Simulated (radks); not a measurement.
Problem. The mean radii <r> (bohr) of the occupied orbitals of an atom or ion are listed with their occupations. All-electron calculation, scalar-relativistic Kohn-Sham, r2SCAN, spin-unpolarised, spherical densities, finite nucleus; meta-GGA in the generalised Kohn-Sham scheme; Fermi nuclear charge, rms radius of each element as measured or else 0.836 A^(1/3) + 0.57 fm. Program: a radial shooting solver on a logarithmic mesh with Libxc functionals.

orbital  occ.      <r>
1s          2  0.01899
2s          2  0.08036
2p          6  0.07173
3s          2   0.2084
3p          6   0.2084
3d         10   0.1890
4s          2   0.4684
4p          6   0.4975
4d         10   0.5353
5s          2    1.138
5p          6    1.336
4f         14   0.6753
5d          2    2.097

Name the element and its charge.

Solution. Z = 72, hafnium, charge +2: Hf2+ in [Xe] 4f14 5d2. The 1s radius gives Z: for a bare nucleus <r> = (2 gamma + 1)/(2Z) with gamma = sqrt(1 - (Z/c)^2), 0.01876 bohr for Z = 72, and screening makes it slightly larger (0.01899 here). The occupations add up to 70, and the charge is Z minus that.
